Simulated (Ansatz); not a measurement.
Start from `C#[C][In]([F])[F]` and change one element to get `C#[C][Al]([F])[F]`.

Ansatz, PBE0-D4/def2-TZVP geometries, multiplicity 1. 

Elements past krypton have def2 core potentials.

```csv
property,`C#[C][In]([F])[F]`
HOMO–LUMO gap (PBE0/def2-TZVPP) / eV,7.09
HOMO energy (ωB97M-V/def2-TZVPP) / eV,-11.39
HOMO energy (PBE0/def2-TZVPP) / eV,-9.10
zero-point energy (PBE0-D4/def2-TZVP) / kJ/mol,57.2
size of the dipole moment (PBE/def2-TZVPP) / D,3.61
HOMO energy (B3LYP/def2-TZVPP) / eV,-8.85
```

Give the same properties after the change, and the shifts. (Estimate.)

The calculation gave: 
```csv
property,`C#[C][Al]([F])[F]`,shift
HOMO–LUMO gap (PBE0/def2-TZVPP) / eV,7.50,0.41
HOMO energy (ωB97M-V/def2-TZVPP) / eV,-11.10,0.29
HOMO energy (PBE0/def2-TZVPP) / eV,-8.83,0.27
zero-point energy (PBE0-D4/def2-TZVP) / kJ/mol,63.3,6.1
size of the dipole moment (PBE/def2-TZVPP) / D,2.14,-1.47
HOMO energy (B3LYP/def2-TZVPP) / eV,-8.56,0.29
```

With PBE0 the HOMO rises by 0.27 eV and the LUMO rises by 0.69 eV, so the gap widens by about 0.42 eV. PBE moves the HOMO by 0.26 eV and ωB97M-V by 0.29 eV. Dipoles are sizes alone; their direction can turn.

B3LYP here is the variant with VWN-RPA as its local correlation; programs differ in this.
